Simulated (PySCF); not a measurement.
Job file and geometry (Å, from GFN2-xTB) of a spin–spin coupling run on SMILES C(#C)[BH-]1[NH2+][BH2-][NH2+]1, C2H8B2N2, B3LYP/pcJ-1 indirect spin-spin coupling, non-relativistic, gas phase (PySCF 2.14.0, density-fitted response routines); density fitting, a coarse starting grid and PySCF grid level 2 are the driver's defaults:

```
{"job": {"kind": "j", "xc": "B3LYP", "basis": "pcJ-1"}, "charge": 0, "multiplicity": 1}
C      2.846798    -0.455178     0.128026
C      1.685302    -0.333381     0.409879
B      0.186049    -0.165074     0.754006
N     -0.397811     1.198146     0.175742
B     -1.411113     0.339479    -0.698056
N     -0.743896    -1.020199    -0.214662
H      3.867010    -0.564481    -0.105953
H     -0.084505    -0.324411     1.900399
H      0.272306     1.731556    -0.363789
H     -0.819071     1.817404     0.855262
H     -2.525831     0.443811    -0.303106
H     -1.275083     0.523196    -1.863638
H     -0.235931    -1.515354    -0.936751
H     -1.364903    -1.675986     0.240475
```

Q: What does the program print?

A: 
```
coarse grid: 11432 points
cycle   1  E = -240.1858812819  dE =  6.169e-01  |g| = 5.314e-01  |ddm| = 3.006e+00
cycle   2  E = -240.1662013036  dE =  1.968e-02  |g| = 6.166e-01  |ddm| = 1.144e+00
cycle   3  E = -240.2532103729  dE = -8.701e-02  |g| = 1.954e-01  |ddm| = 6.403e-01
cycle   4  E = -240.2617780936  dE = -8.568e-03  |g| = 6.403e-02  |ddm| = 1.623e-01
cycle   5  E = -240.2626921494  dE = -9.141e-04  |g| = 1.956e-02  |ddm| = 5.334e-02
cycle   6  E = -240.2627741650  dE = -8.202e-05  |g| = 3.257e-03  |ddm| = 1.529e-02
cycle   7  E = -240.2627764319  dE = -2.267e-06  |g| = 6.146e-04  |ddm| = 3.289e-03
final grid: 109792 points
cycle   8  E = -240.2991644161  dE = -1.107e-04  |g| = 7.750e-03  |ddm| = 2.848e-02
cycle   9  E = -240.2991536298  dE =  1.079e-05  |g| = 1.072e-02  |ddm| = 1.284e-02
cycle  10  E = -240.2991762881  dE = -2.266e-05  |g| = 8.096e-04  |ddm| = 7.280e-03
cycle  11  E = -240.2991762781  dE =  9.978e-09  |g| = 8.324e-04  |ddm| = 1.269e-03
cycle  12  E = -240.2991764372  dE = -1.591e-07  |g| = 2.530e-04  |ddm| = 6.465e-04
cycle  13  E = -240.2991764532  dE = -1.602e-08  |g| = 1.474e-05  |ddm| = 1.987e-04
cycle  14  E = -240.2991764533  dE = -4.593e-11  |g| = 4.089e-06  |ddm| = 1.411e-05
converged SCF energy = -240.2991764533

Indirect spin-spin couplings (Hz)
  i      j    bonds     total        FC       PSO       DSO        SD
  0 C    1 C    1    155.987   150.395     5.520     0.072         -
  0 C    2 B    2     18.633    17.873     0.699    -0.137     0.198
  0 C    3 N    3     -0.975    -0.973    -0.053     0.020     0.030
  0 C    5 N    3     -0.975    -0.974    -0.053     0.020     0.032
  0 C    6 H    1    248.958   249.588    -1.028     0.397         -
  0 C    7 H    3      2.669     2.323     0.691    -0.345         -
  0 C    8 H    4      0.274     0.339    -0.046    -0.020         -
  0 C    9 H    4      0.286     0.232     0.405    -0.352         -
  0 C   11 H    5      0.164     0.180     0.124    -0.139         -
  0 C   12 H    4      0.283     0.342    -0.035    -0.024         -
  0 C   13 H    4      0.290     0.234     0.409    -0.353         -
  1 C    2 B    1     88.285    88.735    -1.211     0.299     0.462
  1 C    3 N    2     -0.202    -0.317     0.101    -0.018     0.032
  1 C    4 B    3      0.274     0.262     0.047    -0.033    -0.002
  1 C    5 N    2     -0.210    -0.323     0.101    -0.018     0.031
  1 C    6 H    2     44.663    40.201     5.702    -1.240         -
  1 C    7 H    2     -3.199    -3.166    -0.068     0.036         -
  1 C    8 H    3      5.711     5.615    -0.179     0.275         -
  1 C    9 H    3      3.364     3.373     0.296    -0.304         -
  1 C   10 H    4     -0.318    -0.338     0.283    -0.263         -
  1 C   11 H    4      0.986     0.973     0.075    -0.062         -
  1 C   12 H    3      5.689     5.595    -0.177     0.271         -
  1 C   13 H    3      3.371     3.380     0.297    -0.305         -
  2 B    3 N    1     -8.700    -7.890    -0.194    -0.110    -0.507
  2 B    4 B    2     -3.366    -3.321    -0.103     0.069    -0.011
  2 B    5 N    1     -8.734    -7.926    -0.192    -0.110    -0.506
  2 B    6 H    3      3.393     3.285     0.556    -0.524     0.076
  2 B    7 H    1    119.239   118.958    -1.133     1.198     0.216
  2 B    8 H    2     -3.048    -3.137     0.381    -0.355     0.063
  2 B    9 H    2     -2.349    -2.420     0.396    -0.401     0.076
  2 B   10 H    3      0.064     0.155     0.180    -0.241    -0.029
  2 B   11 H    3      0.713     0.795     0.287    -0.339    -0.031
  2 B   12 H    2     -3.037    -3.128     0.384    -0.357     0.063
  2 B   13 H    2     -2.348    -2.418     0.395    -0.400     0.075
  3 N    4 B    1     -7.673    -6.860    -0.218    -0.095    -0.500
  3 N    5 N    2      4.179     4.020     0.104     0.007     0.048
  3 N    6 H    4      0.925     0.935    -0.095     0.097    -0.012
  3 N    7 H    2     -0.934    -0.869    -0.055     0.009    -0.020
  3 N    8 H    1    -74.911   -72.010    -2.442    -0.310    -0.149
  3 N    9 H    1    -75.524   -72.540    -2.525    -0.297    -0.162
  3 N   10 H    2     -0.931    -0.864    -0.066     0.018    -0.019
  3 N   11 H    2     -0.937    -0.877    -0.060     0.020    -0.020
  3 N   12 H    3     -1.172    -1.178    -0.160     0.152     0.013
  3 N   13 H    3     -3.276    -3.303    -0.175     0.190     0.012
  4 B    5 N    1     -7.658    -6.842    -0.219    -0.095    -0.501
  4 B    7 H    3      0.101     0.188     0.244    -0.299    -0.032
  4 B    8 H    2     -2.973    -3.015     0.426    -0.455     0.071
  4 B    9 H    2     -2.470    -2.539     0.490    -0.504     0.083
  4 B   10 H    1    115.535   115.320    -0.942     0.954     0.204
  4 B   11 H    1    117.664   117.449    -0.951     0.953     0.212
  4 B   12 H    2     -2.998    -3.040     0.424    -0.454     0.071
  4 B   13 H    2     -2.486    -2.555     0.489    -0.503     0.083
  5 N    6 H    4      0.916     0.926    -0.096     0.098    -0.012
  5 N    7 H    2     -0.963    -0.898    -0.055     0.009    -0.019
  5 N    8 H    3     -1.165    -1.170    -0.160     0.152     0.013
  5 N    9 H    3     -3.287    -3.314    -0.175     0.190     0.012
  5 N   10 H    2     -0.934    -0.867    -0.066     0.018    -0.019
  5 N   11 H    2     -0.948    -0.888    -0.060     0.020    -0.020
  5 N   12 H    1    -74.896   -71.993    -2.445    -0.309    -0.149
  5 N   13 H    1    -75.568   -72.586    -2.523    -0.296    -0.162
  6 H    7 H    4     -2.511    -2.451     1.265    -1.324         -
  7 H    8 H    3      6.169     6.259     2.209    -2.299         -
  7 H    9 H    3      7.182     7.227    -0.203     0.157         -
  7 H   10 H    4      0.810     0.899     0.355    -0.443         -
  7 H   11 H    4     -0.774    -0.679     1.606    -1.701         -
  7 H   12 H    3      6.179     6.268     2.212    -2.301         -
  7 H   13 H    3      7.169     7.214    -0.202     0.156         -
  8 H    9 H    2    -11.457   -11.881     4.821    -4.398         -
  8 H   10 H    3      6.856     6.975     2.250    -2.369         -
  8 H   11 H    3      8.227     8.285    -0.261     0.203         -
  8 H   12 H    4     -0.339    -0.200     1.022    -1.161         -
  8 H   13 H    4     -0.675    -0.552     2.681    -2.804         -
  9 H   10 H    3      7.820     7.891    -0.153     0.082         -
  9 H   11 H    3      4.589     4.722     2.053    -2.185         -
  9 H   12 H    4     -0.674    -0.551     2.682    -2.805         -
  9 H   13 H    4      0.256     0.414     1.580    -1.738         -
 10 H   11 H    2     -7.039    -7.022     1.368    -1.385         -
 10 H   12 H    3      6.824     6.943     2.248    -2.367         -
 10 H   13 H    3      7.824     7.894    -0.156     0.085         -
 11 H   12 H    3      8.226     8.284    -0.266     0.208         -
 11 H   13 H    3      4.587     4.720     2.052    -2.185         -
 12 H   13 H    2    -11.403   -11.826     4.829    -4.406         -
```

Size and cost of the density-fitted run: 242 basis functions, 42 s wall time on 1 thread of an Arm Neoverse V1, shared host.
